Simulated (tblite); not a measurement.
Record of a relaxation.

Species: C₈H₁₂ (charge +1 and doublet state).
Numbering: `[CH3:1][CH2:2][C+:3]1[CH:4][CH:5]=[CH:6][CH2:7][CH2:8]1` (hydrogens: H9, H10, H11 on C1; H12, H13 on C2; H14 on C4; H15 on C5; H16 on C6; H17, H18 on C7; H19, H20 on C8)
Bond orders are those of one Lewis drawing.

Computed with GFN2-xTB (tblite), gas phase: L-BFGS steps from a force-field or distance-geometry start until the largest atomic force falls under 0.01 eV/Å. 10 of its 111 geometries are shown.

Step 0: E = -617.3280 eV, largest atomic force 5.754 eV/Å
```
atom  x, y, z in Å  |  force x, y, z in eV/Å
C1      2.332    0.824    0.396    1.757   1.062  -0.066
C2      1.671   -0.266   -0.384   -0.345  -1.843   1.019
C3      0.287   -0.590    0.043   -1.422  -1.845  -0.108
C4     -0.518   -1.666   -0.653    2.222   5.036  -1.678
C5     -1.624   -0.888   -1.300    1.556  -3.223  -0.222
C6     -2.156    0.146   -0.685   -1.333   1.900   0.755
C7     -1.762    0.639    0.646   -0.935   1.095   0.579
C8     -0.422    0.137    1.142    0.492  -2.182   0.075
H9      1.700    1.697    0.618    0.288  -0.501   0.056
H10     2.858    0.419    1.297   -0.815   0.564  -0.557
H11     3.153    1.215   -0.257   -0.499  -0.155   0.590
H12     2.284   -1.198   -0.156   -0.569   0.614  -0.656
H13     1.709   -0.103   -1.464   -0.065  -0.103   0.067
H14     0.179   -2.122   -1.386   -0.992  -0.710   0.667
H15    -1.967   -1.188   -2.306    0.262  -0.079   0.795
H16    -2.953    0.683   -1.198    0.096   0.043   0.232
H17    -1.722    1.763    0.681   -0.333  -0.819  -0.228
H18    -2.541    0.337    1.393    0.222   0.429  -0.609
H19    -0.695   -0.679    1.880    0.506   0.584  -0.458
H20     0.183    0.851    1.690   -0.093   0.134  -0.253
```

Step 12: E = -618.8819 eV, largest atomic force 0.360 eV/Å
```
atom  x, y, z in Å  |  force x, y, z in eV/Å
C1      2.438    0.820    0.424    0.016   0.122   0.060
C2      1.753   -0.348   -0.274    0.145   0.081   0.018
C3      0.330   -0.604    0.041   -0.010   0.259  -0.250
C4     -0.397   -1.342   -0.889    0.012   0.002  -0.067
C5     -1.659   -0.896   -1.306   -0.140  -0.098   0.201
C6     -2.248    0.168   -0.681   -0.181  -0.116   0.188
C7     -1.804    0.633    0.640    0.079   0.118   0.001
C8     -0.443    0.069    1.106    0.022  -0.013   0.025
H9      1.743    1.642    0.564   -0.042   0.092   0.032
H10     2.867    0.569    1.393   -0.127  -0.143  -0.036
H11     3.244    1.212   -0.193    0.017  -0.212   0.001
H12     2.359   -1.258   -0.203   -0.044  -0.054   0.163
H13     1.748   -0.140   -1.356    0.105  -0.016   0.023
H14     0.089   -2.124   -1.451    0.093   0.023  -0.164
H15    -2.097   -1.349   -2.181   -0.027   0.067  -0.030
H16    -3.095    0.679   -1.115   -0.063  -0.134  -0.007
H17    -1.756    1.728    0.628    0.019   0.059  -0.036
H18    -2.605    0.423    1.368    0.195  -0.065  -0.112
H19    -0.611   -0.705    1.865   -0.118  -0.080   0.035
H20     0.138    0.834    1.618    0.047   0.106  -0.045
```

Step 24: E = -619.2015 eV, largest atomic force 0.273 eV/Å
```
atom  x, y, z in Å  |  force x, y, z in eV/Å
C1      2.498    0.799    0.514    0.007   0.044   0.010
C2      1.825   -0.329   -0.256   -0.236  -0.099   0.023
C3      0.347   -0.430   -0.186   -0.060   0.065  -0.069
C4     -0.383   -1.121   -1.146   -0.009   0.154   0.078
C5     -1.785   -0.956   -1.253    0.188  -0.139  -0.059
C6     -2.434    0.016   -0.541    0.026  -0.270   0.031
C7     -1.809    0.678    0.607    0.079  -0.017   0.003
C8     -0.416    0.148    0.951    0.175  -0.128   0.010
H9      1.945    1.730    0.483   -0.168   0.075  -0.108
H10     2.659    0.539    1.554    0.032  -0.022   0.104
H11     3.461    0.991    0.056    0.173  -0.027   0.088
H12     2.247   -1.269    0.126   -0.030  -0.088  -0.113
H13     2.132   -0.283   -1.306   -0.121  -0.089  -0.035
H14     0.132   -1.729   -1.883   -0.104   0.109   0.091
H15    -2.346   -1.548   -1.963    0.186   0.104  -0.123
H16    -3.443    0.279   -0.820   -0.060   0.042   0.156
H17    -1.777    1.758    0.438   -0.031   0.149  -0.073
H18    -2.463    0.553    1.478   -0.082   0.111  -0.025
H19    -0.570   -0.695    1.641    0.121  -0.035   0.056
H20     0.175    0.879    1.503   -0.087   0.059  -0.044
```

Step 37: E = -619.3198 eV, largest atomic force 0.194 eV/Å
```
atom  x, y, z in Å  |  force x, y, z in eV/Å
C1      2.506    0.745    0.546    0.003   0.075  -0.005
C2      1.822   -0.368   -0.240    0.069   0.032  -0.049
C3      0.348   -0.348   -0.228    0.036  -0.079   0.062
C4     -0.370   -0.956   -1.239   -0.012  -0.073  -0.033
C5     -1.778   -0.940   -1.270   -0.071   0.051  -0.003
C6     -2.489   -0.141   -0.419   -0.046  -0.001   0.016
C7     -1.812    0.660    0.609   -0.086   0.074   0.017
C8     -0.392    0.205    0.930   -0.087  -0.030   0.025
H9      2.030    1.702    0.337    0.063  -0.007  -0.030
H10     2.465    0.572    1.619    0.105  -0.020  -0.056
H11     3.549    0.821    0.237   -0.099  -0.077   0.148
H12     2.151   -1.343    0.157    0.000   0.099  -0.050
H13     2.166   -0.356   -1.280   -0.013  -0.035  -0.008
H14     0.147   -1.460   -2.045    0.040   0.039   0.032
H15    -2.285   -1.522   -2.021   -0.053  -0.038  -0.101
H16    -3.562   -0.026   -0.520    0.135  -0.074  -0.002
H17    -1.777    1.691    0.220   -0.048   0.021   0.056
H18    -2.425    0.718    1.514    0.045   0.026  -0.015
H19    -0.451   -0.638    1.638   -0.008   0.047   0.074
H20     0.151    0.994    1.452    0.028  -0.031  -0.079
```

Step 49: E = -619.3392 eV, largest atomic force 0.065 eV/Å
```
atom  x, y, z in Å  |  force x, y, z in eV/Å
C1      2.515    0.734    0.551   -0.006  -0.009   0.006
C2      1.817   -0.365   -0.244    0.018   0.013  -0.004
C3      0.339   -0.363   -0.215    0.025   0.010  -0.032
C4     -0.371   -0.949   -1.248   -0.017   0.043   0.017
C5     -1.781   -0.930   -1.286    0.029  -0.034   0.005
C6     -2.495   -0.173   -0.400    0.020  -0.002  -0.008
C7     -1.826    0.654    0.613    0.001  -0.001  -0.003
C8     -0.399    0.215    0.933    0.026  -0.008  -0.032
H9      2.102    1.710    0.303    0.017  -0.001  -0.012
H10     2.432    0.581    1.625   -0.003  -0.015  -0.009
H11     3.572    0.749    0.302   -0.018  -0.045   0.005
H12     2.162   -1.337    0.138   -0.020   0.013  -0.018
H13     2.143   -0.348   -1.290    0.019   0.021   0.024
H14     0.161   -1.417   -2.066   -0.020  -0.004   0.054
H15    -2.285   -1.488   -2.061   -0.018  -0.011  -0.004
H16    -3.572   -0.118   -0.470   -0.012   0.007  -0.022
H17    -1.804    1.679    0.208   -0.018   0.034  -0.013
H18    -2.431    0.734    1.518   -0.010  -0.042   0.049
H19    -0.449   -0.582    1.692    0.028   0.016   0.001
H20     0.165    1.027    1.394   -0.044   0.015  -0.003
```

Step 61: E = -619.3603 eV, largest atomic force 0.062 eV/Å
```
atom  x, y, z in Å  |  force x, y, z in eV/Å
C1      2.565    0.684    0.581   -0.037  -0.027  -0.023
C2      1.811   -0.325   -0.272    0.002  -0.041  -0.005
C3      0.333   -0.301   -0.242    0.001   0.031  -0.018
C4     -0.376   -0.929   -1.250    0.010  -0.006  -0.005
C5     -1.785   -0.938   -1.293    0.035  -0.037   0.034
C6     -2.516   -0.211   -0.396    0.039   0.006   0.022
C7     -1.871    0.620    0.630   -0.011   0.000  -0.012
C8     -0.399    0.303    0.897   -0.034   0.018  -0.044
H9      2.338    1.701    0.273   -0.042   0.038  -0.005
H10     2.340    0.577    1.637    0.012  -0.019   0.055
H11     3.632    0.530    0.448    0.004   0.014   0.020
H12     2.116   -1.331    0.054    0.005  -0.056  -0.026
H13     2.147   -0.262   -1.313   -0.019   0.008   0.014
H14     0.160   -1.435   -2.042    0.011   0.040   0.015
H15    -2.273   -1.508   -2.068   -0.022   0.005   0.013
H16    -3.595   -0.183   -0.463    0.020   0.004   0.001
H17    -1.963    1.658    0.269    0.010   0.023   0.022
H18    -2.449    0.609    1.559    0.003  -0.023   0.000
H19    -0.338   -0.436    1.713    0.003   0.037  -0.014
H20     0.116    1.189    1.275    0.011  -0.016  -0.044
```

Step 73: E = -619.3717 eV, largest atomic force 0.091 eV/Å
```
atom  x, y, z in Å  |  force x, y, z in eV/Å
C1      2.561    0.637    0.614    0.006   0.044   0.033
C2      1.810   -0.329   -0.284    0.015   0.004   0.017
C3      0.333   -0.281   -0.260    0.009  -0.004  -0.043
C4     -0.371   -0.928   -1.256   -0.014  -0.007  -0.022
C5     -1.779   -0.955   -1.284   -0.033  -0.027   0.015
C6     -2.508   -0.217   -0.396   -0.033   0.032  -0.046
C7     -1.880    0.623    0.632   -0.021  -0.044   0.008
C8     -0.388    0.371    0.857    0.002  -0.003  -0.050
H9      2.365    1.663    0.307   -0.009   0.033   0.052
H10     2.297    0.526    1.663    0.015  -0.032  -0.015
H11     3.630    0.464    0.518   -0.015  -0.001   0.004
H12     2.103   -1.357   -0.022    0.009  -0.017  -0.008
H13     2.147   -0.204   -1.319   -0.007  -0.028  -0.016
H14     0.170   -1.430   -2.045    0.010  -0.035  -0.015
H15    -2.273   -1.551   -2.037    0.005   0.036  -0.002
H16    -3.587   -0.198   -0.468    0.024   0.008   0.031
H17    -2.056    1.675    0.347    0.031  -0.085  -0.003
H18    -2.433    0.510    1.571   -0.009   0.048   0.033
H19    -0.266   -0.304    1.719    0.029   0.068   0.005
H20     0.120    1.296    1.140   -0.013   0.008   0.022
```

Step 86: E = -619.3901 eV, largest atomic force 0.069 eV/Å
```
atom  x, y, z in Å  |  force x, y, z in eV/Å
C1      2.538    0.568    0.687    0.015   0.001  -0.023
C2      1.812   -0.322   -0.308    0.013  -0.002   0.000
C3      0.335   -0.265   -0.307   -0.007   0.011   0.022
C4     -0.378   -0.945   -1.274    0.016   0.014   0.003
C5     -1.787   -0.969   -1.282    0.017  -0.025  -0.024
C6     -2.507   -0.240   -0.383    0.005   0.035  -0.004
C7     -1.878    0.596    0.645    0.013   0.021   0.022
C8     -0.359    0.474    0.769    0.006   0.020   0.018
H9      2.345    1.621    0.493   -0.035   0.007  -0.015
H10     2.245    0.348    1.710    0.031  -0.017   0.017
H11     3.609    0.414    0.602    0.004  -0.027  -0.002
H12     2.098   -1.367   -0.123    0.010  -0.017   0.002
H13     2.170   -0.129   -1.327    0.005   0.040   0.015
H14     0.157   -1.475   -2.049   -0.018  -0.038   0.012
H15    -2.295   -1.564   -2.023    0.006  -0.017  -0.067
H16    -3.585   -0.223   -0.436   -0.043  -0.036   0.022
H17    -2.154    1.637    0.423   -0.033   0.027   0.000
H18    -2.368    0.401    1.606    0.013   0.011   0.020
H19    -0.093   -0.021    1.715   -0.026   0.017  -0.022
H20     0.090    1.470    0.858    0.006  -0.023   0.004
```

Step 98: E = -619.3961 eV, largest atomic force 0.031 eV/Å
```
atom  x, y, z in Å  |  force x, y, z in eV/Å
C1      2.539    0.531    0.717    0.002   0.002  -0.007
C2      1.813   -0.315   -0.313   -0.003  -0.006   0.004
C3      0.335   -0.266   -0.306   -0.008   0.008  -0.004
C4     -0.378   -0.975   -1.253    0.002   0.001   0.001
C5     -1.787   -0.965   -1.290   -0.005  -0.001  -0.002
C6     -2.508   -0.233   -0.393   -0.004   0.015  -0.007
C7     -1.884    0.592    0.648   -0.005   0.023   0.015
C8     -0.357    0.528    0.730   -0.012   0.001   0.013
H9      2.327    1.591    0.578    0.004  -0.020   0.024
H10     2.267    0.254    1.734    0.008   0.006  -0.028
H11     3.611    0.392    0.609    0.000   0.000   0.002
H12     2.115   -1.365   -0.202    0.001  -0.003   0.004
H13     2.160   -0.046   -1.319   -0.002   0.001  -0.006
H14     0.153   -1.558   -1.991    0.010   0.005  -0.003
H15    -2.291   -1.545   -2.048    0.009  -0.012   0.006
H16    -3.588   -0.228   -0.439    0.015  -0.001   0.005
H17    -2.217    1.629    0.490    0.011  -0.021  -0.005
H18    -2.335    0.330    1.614    0.000  -0.002  -0.001
H19    -0.049    0.122    1.704   -0.007   0.006  -0.004
H20     0.069    1.539    0.729   -0.014  -0.004  -0.007
```

Step 110: E = -619.3970 eV, largest atomic force 0.010 eV/Å
```
atom  x, y, z in Å  |  force x, y, z in eV/Å
C1      2.541    0.501    0.737    0.005   0.005  -0.005
C2      1.813   -0.309   -0.319    0.001  -0.003  -0.002
C3      0.334   -0.256   -0.311   -0.003  -0.005   0.006
C4     -0.377   -0.981   -1.247   -0.005   0.002  -0.003
C5     -1.786   -0.970   -1.287    0.004  -0.003   0.003
C6     -2.507   -0.232   -0.395    0.001  -0.001   0.003
C7     -1.886    0.590    0.651   -0.005   0.002   0.002
C8     -0.357    0.567    0.703    0.001   0.008   0.003
H9      2.324    1.564    0.645    0.000   0.003   0.009
H10     2.272    0.182    1.742    0.004   0.005  -0.004
H11     3.613    0.370    0.621    0.002  -0.004  -0.002
H12     2.115   -1.362   -0.244   -0.003  -0.002  -0.004
H13     2.156   -0.005   -1.317    0.001  -0.001   0.010
H14     0.157   -1.577   -1.973   -0.005   0.006   0.002
H15    -2.288   -1.558   -2.040    0.003  -0.002  -0.003
H16    -3.587   -0.232   -0.438   -0.005   0.001  -0.004
H17    -2.252    1.619    0.530    0.001  -0.003  -0.003
H18    -2.312    0.285    1.616    0.009   0.000  -0.002
H19    -0.016    0.229    1.691   -0.005  -0.003  -0.004
H20     0.040    1.588    0.632   -0.002  -0.004  -0.003
```

Task: Summarise the path.

Result: The energy falls by 47.71 kcal/mol from step 0 to step 110; nine tenths of that is first reached at step 24. It falls at every step. The largest force goes from 5.754 to 0.010 eV/Å. Among the bonds C3–C4 changes most, from 1.514 to 1.380 Å; the atoms move by 0.753 Å rms after alignment.

The cost below is that of the whole relaxation. On an AMD EPYC 7B13 with one thread, shared host with 96 logical CPUs at a one-minute load of 46, this took 0.92 s.
